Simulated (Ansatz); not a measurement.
`F[Si](F)([SiH3])Br` + `BO` → `BO[Si](F)(F)Br` + SiH₄ at 600 K and 1 bar (cleavage of the Si–Si bond).

Program: Ansatz. Geometries: PBE0-D4/def2-TZVP. ΔE: electronic, gas phase. CCSD(T)/CBS adds triple-zeta CCSD(T) − MP2 to the extrapolated MP2 energy (def2 sets, frozen cores). This one scheme is used for every species. For Br outer-core shells are correlated without core-valence functions, which leaves a few kJ/mol of doubt a bond. Scalar relativity is left out up to krypton. One conformer a species, not always the lowest.

| species | CCSD(T)/CBS energy (Eh) | H − E (kJ/mol) | S (J/(mol·K)) |
| --- | --- | --- | --- |
| `F[Si](F)([SiH3])Br` | -3353.04613 | 147.5 | 464.0 |
| `BO` | -101.80414 | 119.7 | 267.1 |
| `BO[Si](F)(F)Br` | -3163.42790 | 150.3 | 462.4 |
| SiH₄ | -291.46306 | 108.7 | 242.3 |

H − E and S are ideal-gas, rigid-rotor, harmonic terms from PBE0-D4/def2-TZVP, for one conformer and one mirror image of each species. 1 Eh = 2625.50 kJ/mol, R = 8.31446 J/(mol·K).

Task: By hand: ΔE, ΔH, ΔS and ΔG.

Result: ΔE = (-3163.42790) + (-291.46306) − (-3353.04613) − (-101.80414) = -0.04069 Eh = -106.8 kJ/mol. Δ(H − E) = 150.3 + 108.7 − 147.5 − 119.7 = -8.2, so ΔH = -115.0 kJ/mol. ΔS = 462.4 + 242.3 − 464.0 − 267.1 = -26.4 J/(mol·K). ΔG = -115.0 − 600 × (-26.4)/1000 = -99.2 kJ/mol.

Task: By hand: the equilibrium constant, and the temperature at which ΔG would vanish if ΔH and ΔS stayed fixed.

Result: log₁₀ K = −ΔG/(RT ln 10) = 8.6. ΔG = 0 at ΔH/ΔS = 4356 K, far beyond where these terms or the molecules hold.

ΔH outweighs TΔS. A doubt of 5 kJ/mol in ΔE shifts log₁₀ K by 0.4 here. Other conformers and mirror images would add mixing entropy, several J/(mol·K) or more a flexible species. Modes under 60 cm⁻¹, often nearly free rotors, make the harmonic entropy too high. These are equilibria of isolated gas molecules and say nothing of rates. Largest T1 diagnostic: 0.014 (customary marks: 0.02 for closed shells, 0.045 for open ones).
